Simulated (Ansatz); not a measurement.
[Te3]2- (Te3²⁻), relaxed as a singlet with RKS B3LYP-D4/def2-SVPD in Ansatz, starting from the GFN2-xTB (ALPB water) geometry. Force threshold 0.02 eV/Å.

In the def2 sets Te takes a core potential; there is no spin–orbit coupling. A multiply charged anion in the gas phase is held together partly by the finite basis. Removing one electron lowers the energy by 1.56 eV at PBE0-D4/def2-TZVPD, so it isn't bound. The highest occupied level of the charge -2 singlet lies above zero (up to 3.08 eV). By energy differences it is unbound by 1.56 eV (vertical, to the charge -1 doublet, at PBE0-D4/def2-TZVPD) and held by the finite basis.

Start:

```xyz
3

Te    1.8759   -1.3138   -0.0227
Te   -0.8182   -0.7143    0.1422
Te   -1.0577    2.0281   -0.1195
```

(1) Estimate the energy that the relaxation releases and the steps that it takes.

(2) Does the start keep its bonding and symmetry?

(3) Predict the relaxed structure.

## Answers

(1) 1.3 kcal/mol, in 3 steps; 11 s on 4 threads of Arm Neoverse V1 on a shared host. No frequencies were taken in this run, so the end may be a saddle point.

(2) By distances, no bond broke or formed. The bond that changes most is Te1–Te2, from 2.76 to 2.83 Å (atoms count from 1). Point group C2v at the start, C2v at the end, both within 0.05 Å.

(3) 
Cartesian coordinates in Å:
```
Te 1.952 -1.457 -0.014
Te -0.761 -0.665 0.132
Te -1.190 2.122 -0.118
```
Bond lengths: 2 × Te–Te 2.83 Å.
